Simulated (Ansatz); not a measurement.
**Reading a saddle point**

A first-order saddle point of ZnH$_{4}$O$_{2}$, singlet, PBE0-D4/def2-TZVP, with one imaginary mode of 1246i cm⁻¹:

```xyz
7
angstrom
Zn 0.2025 -0.3736 -0.0279
H -0.5526 0.6806 -1.3453
O 0.7154 -2.0508 0.3065
H -0.4800 1.2592 -0.5421
O 0.0144 1.4397 0.6432
H 0.6195 -2.6500 -0.4357
H -0.5192 1.6947 1.4013
```

Program: Ansatz 0.2.0. Basis: def2-TZVPP and def2-QZVPP. Cores are frozen in the correlated methods. The 3s and 3p shells of Cu and Zn are frozen; filled d shells are correlated. Extrapolation: Hartree–Fock as exp(−7.88 √X), correlation as X^−2.97.

(1) Which contacts change along the imaginary mode, and what lies on either side? (A judgement: the text doesn't fix the answer.)

(2) Which side is lower, and how far does the saddle lie above each? (An estimate is asked for; the value comes from the calculation.)

The T1 diagnostic stays at or below 0.017.

Answers

(1) The calculation gives: The step is ZnH₂O ([OH][ZnH]) + H₂O → ZnH₂O₂ ([OH][Zn][OH]) + H₂, with the molecules in contact on both sides. Shortening one way: Zn1–O5, H2–H4; lengthening the same way: Zn1–H2, H4–O5.
```json
{"pair": "Zn1–O5", "one side (Å)": "2.25", "saddle (Å)": "1.94", "other side (Å)": "1.77"}
{"pair": "H2–H4", "one side (Å)": "3.72", "saddle (Å)": "0.99", "other side (Å)": "0.75"}
{"pair": "Zn1–H2", "one side (Å)": "1.53", "saddle (Å)": "1.85", "other side (Å)": "2.49"}
{"pair": "H4–O5", "one side (Å)": "0.96", "saddle (Å)": "1.30", "other side (Å)": "2.77"}
```

(2) Computed: The side with Zn1–H2, H4–O5 short is lower by 36.2 kJ/mol; the saddle lies 144.4 kJ/mol above it and 108.2 kJ/mol above the other (CCSD(T) at an estimated basis limit (MP2 extrapolated from triple and quadruple zeta, plus CCSD(T) − MP2 in triple zeta); electronic energies).

The step is the kind of ligand exchange by which a precursor binds to a hydroxyl group, or is hydrolysed, in atomic layer deposition of oxides.

Labels in which every atom is bracketed show which atoms are joined, not bond orders.

For scale, one of the runs: CCSD(T)/def2-TZVPP, 182 basis functions, launched by `ansatz run in.yaml --threads 4 --pin off --events-out ev --progress --plain --max-ram 9574MiB`. The run took 31 s on 4 CPU threads of an Arm Neoverse V2 (shared host), with 1.9 GiB of host memory at its peak.
